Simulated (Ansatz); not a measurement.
Ansatz results at the PBE0-D4/def2-TZVP geometry: size of the dipole moment (ωB97M-V/def2-TZVPP) 1.53 D; HOMO energy (B3LYP/def2-TZVPP) -6.52 eV; HOMO energy (PBE0/def2-TZVPP) -6.74 eV.

Each molecule was computed in one conformer, which needn't be the lowest.

(1) Which molecule gave them?
A. `N=C(F)O[SiH3]`
B. `[NH2][AlH][CH]=S`
C. `C[C](=N)[GeH2][OH]`
D. `C=[N][AlH][SH]`

Results:

(1) D. The others give `[NH2][AlH][CH]=S`: 1.27, -5.91, -6.14; `C[C](=N)[GeH2][OH]`: 2.91, -6.83, -7.04; `N=C(F)O[SiH3]`: 3.55, -8.41, -8.65.

B3LYP here is the variant with VWN-RPA as its local correlation; programs differ in this.
